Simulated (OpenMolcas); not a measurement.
Pd2+: effect of the metal basis

Pd2+ with its 6 nearest fluoride ions at 2.115 Å, on the Li site of LiF (a = 4.028 Å, distance in the model lattice 2.014 Å). The rest of the host is ab initio model potentials to 7.6 Å and point charges beyond; the distance is set by hand and nothing relaxes, and no local charge compensation is placed.

```json
{
  "Program": "OpenMolcas 26.06",
  "Method": "SS-CASPT2, IPEA 0.25 Eh, imaginary shift 0.1 Eh (closed shells correlated: 4s 4p and the ligand valence shells)",
  "Spin-orbit coupling": "RASSI with atomic mean-field integrals over the reference wave functions"
}
```

Fixed: ligand basis ANO-RCC-VDZP, active space 8 electrons in 5 orbitals (4d), DKH2 Hamiltonian.

States (labels of O, the rotations of Oh). Energies in cm-1 above the lowest state or level, χT in cm3 K/mol.

| Run | Metal basis | Ground state | First state of that spin | First gap with spin-orbit (degeneracies) | χT at 300 K | First state of another spin | Cost |
| --- | --- | --- | --- | --- | --- | --- | --- |
| A | ANO-RCC-VDZP | 3A2 | 3T2 19820 | 8670 (3, 2) | 1.266 | 1E 8830 | roughly 50 core-seconds |
| B | ANO-RCC-VTZP | 3A2 | 3T2 18580 | 8190 (3, 2) | 1.278 | 1E 8350 | roughly 90 core-seconds |

Against A, the first state of the same spin changes by -6.3 % in B.

Costs are those of the CASPT2 steps.

Roots that are degenerate in the reference are averaged as groups; the widest CASPT2 spread within a group is 120 cm-1 (the 3-fold group of multiplicity 1 near 30600 cm-1 above the lowest state of its run, B). Shifts and gaps below about the spread of the groups concerned are not significant. Over all roots computed the reference weight is 0.73 to 0.74 in A, 0.72 to 0.73 in B; a low but even weight reflects the number of correlated electrons. Real 4d8 and 5d8 ions are as a rule square planar and diamagnetic. Ligand-to-metal charge-transfer states are missing. With no ligand orbital active B as a rule stays too high, so bands that hang on it stand too high and its fall with covalency is understated. With one d shell and no ligand orbital active, 10Dq can be off by a tenth or more. No measured value stands beside these numbers; the geometry was set by hand and not optimised.
